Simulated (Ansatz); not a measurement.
C2H8OSSn (`C[O][SnH2][S]C`) at its PBE0-D4/def2-TZVP geometry, where that method's forces vanish. Charge 0, multiplicity 1. Sn takes the def2 core potential.

```xyz
13

C     0.9771    1.1223    1.7489
O     1.0384    0.1471    0.7419
Sn   -0.3843   -1.2089    0.6026
S    -0.3780   -1.7918   -1.6981
C    -0.5667   -0.1248   -2.4026
H     1.2466    0.7200    2.7352
H     1.6921    1.9147    1.5067
H    -0.0163    1.5869    1.8359
H    -1.8076   -0.3868    1.0872
H     0.0010   -2.5763    1.5447
H     0.2218    0.5371   -2.0477
H    -1.5450    0.2968   -2.1716
H    -0.4790   -0.2362   -3.4832
```

Problem. What forces (eV/Å) does PBE-D4/def2-TZVPP give on these atoms in Ansatz? (Best estimate.)

Solution. Ansatz gave: 
```
C1  -0.051  0.139  0.186
O2   0.468  0.016 -0.383
Sn3 -0.297 -0.258  0.095
S4   0.049 -0.350 -0.184
C5  -0.013  0.056  0.002
H6   0.058 -0.060  0.236
H7   0.156  0.176 -0.052
H8  -0.213  0.122  0.043
H9  -0.177  0.113  0.069
H10  0.045 -0.177  0.107
H11  0.154  0.144  0.061
H12 -0.196  0.099  0.039
H13  0.018 -0.021 -0.219
```
